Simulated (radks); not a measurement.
The numbers below are computed, except where a source is named.
Isoelectronic series with 7 electrons, each ion in its NIST ground configuration. Code: a radial shooting solver on a logarithmic mesh with Libxc functionals. Model: non-relativistic Kohn-Sham, SCAN, spin-polarised, spherical densities, point nucleus; open shells are filled with parallel spins first (spin-orbit coupling, left out, can overturn this in heavy ions); meta-GGA in the generalised Kohn-Sham scheme. Total energies (hartree) and mean radii <r> (bohr):

F2+: configuration [He] 2s2 2p3; E (hartree) -97.81253; 2p up 0.8758; 2s down 0.9439
P8+: configuration [He] 2s2 2p3; E (hartree) -305.61477; 2p up 0.4221; 2s down 0.4837
Cl10+: configuration [He] 2s2 2p3; E (hartree) -400.89672; 2p up 0.3607; 2s down 0.4163
Sc14+: configuration [He] 2s2 2p3; E (hartree) -630.46799; 2p up 0.2795; 2s down 0.3257
Mn18+: configuration [He] 2s2 2p3; E (hartree) -912.04465; 2p up 0.2283; 2s down 0.2675
Co20+: configuration [He] 2s2 2p3; E (hartree) -1072.33415; 2p up 0.2091; 2s down 0.2456
Cu22+: configuration [He] 2s2 2p3; E (hartree) -1245.62419; 2p up 0.1930; 2s down 0.2270
As26+: configuration [He] 2s2 2p3; E (hartree) -1631.20551; 2p up 0.1671; 2s down 0.1971
Nb34+: configuration [He] 2s2 2p3; E (hartree) -2558.37118; 2p up 0.1318; 2s down 0.1561
Tc36+: configuration [He] 2s2 2p3; E (hartree) -2822.66300; 2p up 0.1252; 2s down 0.1483
Ag40+: configuration [He] 2s2 2p3; E (hartree) -3390.24699; 2p up 0.1138; 2s down 0.1350
In42+: configuration [He] 2s2 2p3; E (hartree) -3693.53912; 2p up 0.1088; 2s down 0.1292
